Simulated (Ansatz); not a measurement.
Species: sum formula SnOCl$_{2}$ (charge -1, doublet). 
Geometry from a B3LYP-D3(BJ)/def2-TZVP (Ansatz, an electronic-structure program) optimisation:
```
Sn
O 1 1.9218
Cl 1 2.5005 2 109.72
Cl 1 2.5005 2 109.72 3 -106.22
```
Charge -1, spin multiplicity 2.

Basis-set convergence of Hartree-Fock and CCSD correlation energies (hartree) with Ansatz. Cores are frozen in the correlated levels unless marked. Open shells are spin-unrestricted. No spin-orbit coupling. Frozen are the shells of the preceding noble gas and the d and f shells that filled before the atom's block. In def2 rows, elements after Kr have scalar-relativistic effective core potentials.

The T1 diagnostic of CCSD in the largest basis is 0.072, which is high, so the coupled-cluster rows are less sure than usual.

```csv
basis,functions,E(HF),"E(corr, CCSD)"
def2-SVPD,109,-1207.01761,-0.58073
def2-TZVPPD,198,(withheld),(withheld)
```

Q: What belongs in the gaps?

A: 
- def2-TZVPPD, E(HF): -1207.41773
- def2-TZVPPD, E(corr, CCSD): -0.72924
